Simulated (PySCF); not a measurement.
Isomers of C3H5FN2Si.

All values: CAM-B3LYP/def2-SVPD (PySCF) at GFN2-xTB geometries, gas phase, one conformer each. Core orbitals are frozen in the response; Δα² is half the sum of the squared differences of the principal polarisabilities.

**Question.** Rank by dipole moment, lowest first.
A. `[N:1]#[C:2]/[CH:3]=[C:4](/[F:5])[SiH2:6][NH2:7]` with C3–C4–Si6–N7 -35°, C4–Si6–N7–H -176° and 43°
B. `Fc1ccn([SiH3])n1`
C. `[F:1][SiH2:2][n:3]1[cH:4][cH:5][n:6][cH:7]1` with F1–Si2–N3–C4 180°
D. `[N:1]#[C:2]/[CH:3]=[C:4](\[F:5])[SiH2:6][NH2:7]` with C3–C4–Si6–N7 -21°, C4–Si6–N7–H -53° and 169°
E. `[N:1]#[C:2]/[C:3]([CH2:4][F:5])=[N:6]\[SiH3:7]` with C2–C3–C4–F5 -24°
F. `[F:1][SiH2:2][c:3]1[cH:4][nH:5][cH:6][n:7]1` with F1–Si2–C3–C4 0°

**Answer.** A (1.99 D), E (3.21 D), B (3.66 D), C (3.82 D), F (4.01 D), D (6.13 D).

**Question.** Rank by HOMO energy, lowest first.
A. `[N:1]#[C:2]/[CH:3]=[C:4](\[F:5])[SiH2:6][NH2:7]` with C3–C4–Si6–N7 -21°, C4–Si6–N7–H -53° and 169°
B. `Fc1nccn1[SiH3]`
C. `[N:1]#[C:2][C@@H:3]([F:4])/[CH:5]=[N:6]\[SiH3:7]` with C2–C3–C5–N6 71°
D. `[N:1]#[C:2]/[C:3]([CH2:4][F:5])=[N:6]\[SiH3:7]` with C2–C3–C4–F5 -24°
E. `[N:1]#[C:2][C@@H:3]([F:4])/[CH:5]=[N:6]/[SiH3:7]` with C2–C3–C5–N6 84°
F. `[F:1][SiH2:2][n:3]1[cH:4][cH:5][n:6][cH:7]1` with F1–Si2–N3–C4 180°

**Answer.** D (-9.62 eV), A (-9.42 eV), E (-9.26 eV), C (-9.11 eV), F (-8.28 eV), B (-8.11 eV).

All values together:

| SMILES | μ (D) | HOMO (eV) | LUMO (eV) | α (Å³) | Δα (Å³) |
| --- | --- | --- | --- | --- | --- |
| F[SiH2]c1c[nH]cn1 | 4.01 | -8.32 | 1.04 | 10.43 | 4.95 |
| N#C/C=C(\F)[SiH2]N | 6.13 | -9.42 | -0.75 | 11.30 | 6.92 |
| N#C/C(CF)=N\[SiH3] | 3.21 | -9.62 | -1.42 | 11.04 | 4.69 |
| F[SiH2]n1ccnc1 | 3.82 | -8.28 | 0.36 | 10.10 | 4.37 |
| N#C/C(CF)=N/[SiH3] | 2.74 | -9.38 | -1.21 | 11.24 | 6.25 |
| Fc1ccn([SiH3])n1 | 3.66 | -8.81 | 0.84 | 10.65 | 4.96 |
| N#C/C=C(/F)[SiH2]N | 1.99 | -9.36 | -0.73 | 10.87 | 4.87 |
| Fc1nccn1[SiH3] | 4.10 | -8.11 | 0.67 | 10.43 | 4.43 |
| N#C[C@@H](F)/C=N\[SiH3] | 2.70 | -9.11 | -0.52 | 10.66 | 3.23 |
| N#C[C@@H](F)/C=N/[SiH3] | 3.43 | -9.26 | -0.57 | 10.97 | 4.09 |

Conformers: `[F:1][SiH2:2][c:3]1[cH:4][nH:5][cH:6][n:7]1` with F1–Si2–C3–C4 0°; `[N:1]#[C:2]/[CH:3]=[C:4](\[F:5])[SiH2:6][NH2:7]` with C3–C4–Si6–N7 -21°, C4–Si6–N7–H -53° and 169°; `[N:1]#[C:2]/[C:3]([CH2:4][F:5])=[N:6]\[SiH3:7]` with C2–C3–C4–F5 -24°; `[F:1][SiH2:2][n:3]1[cH:4][cH:5][n:6][cH:7]1` with F1–Si2–N3–C4 180°; `[N:1]#[C:2]/[C:3]([CH2:4][F:5])=[N:6]/[SiH3:7]` with C2–C3–C4–F5 -179°; `[N:1]#[C:2]/[CH:3]=[C:4](/[F:5])[SiH2:6][NH2:7]` with C3–C4–Si6–N7 -35°, C4–Si6–N7–H -176° and 43°; `[N:1]#[C:2][C@@H:3]([F:4])/[CH:5]=[N:6]\[SiH3:7]` with C2–C3–C5–N6 71°; `[N:1]#[C:2][C@@H:3]([F:4])/[CH:5]=[N:6]/[SiH3:7]` with C2–C3–C5–N6 84°.
